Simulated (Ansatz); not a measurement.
A structure relaxed at PBE0-D4/def2-TZVP, charge 0, multiplicity 1:

```json
{"atom": "C1", "x (Å)": "-0.985", "y (Å)": "-0.445", "z (Å)": "-1.329"}
{"atom": "Si2", "x (Å)": "0.776", "y (Å)": "-0.829", "z (Å)": "-0.872"}
{"atom": "S3", "x (Å)": "1.101", "y (Å)": "-0.941", "z (Å)": "1.263"}
{"atom": "Si4", "x (Å)": "0.318", "y (Å)": "0.889", "z (Å)": "1.937"}
{"atom": "Cl5", "x (Å)": "0.792", "y (Å)": "2.440", "z (Å)": "0.687"}
{"atom": "Cl6", "x (Å)": "-1.722", "y (Å)": "0.851", "z (Å)": "2.101"}
{"atom": "H7", "x (Å)": "-1.100", "y (Å)": "-0.526", "z (Å)": "-2.413"}
{"atom": "H8", "x (Å)": "-1.673", "y (Å)": "-1.146", "z (Å)": "-0.852"}
{"atom": "H9", "x (Å)": "-1.263", "y (Å)": "0.568", "z (Å)": "-1.032"}
{"atom": "H10", "x (Å)": "1.716", "y (Å)": "0.161", "z (Å)": "-1.452"}
{"atom": "H11", "x (Å)": "1.168", "y (Å)": "-2.192", "z (Å)": "-1.310"}
{"atom": "H12", "x (Å)": "0.871", "y (Å)": "1.170", "z (Å)": "3.273"}
```

(1) Give its formula and SMILES.

(2) Summarise the bond lengths by kind.

Results:

(1) CH6Cl2SSi2, `C[SiH2]S[SiH](Cl)Cl`.

(2) 1 × C–Si 1.860 Å; 3 × C–H 1.091 to 1.094 Å; 2 × S–Si 2.101 to 2.163 Å; 3 × H–Si 1.473 to 1.485 Å; 2 × Cl–Si 2.047 Å.

Program: Ansatz 0.2.0.
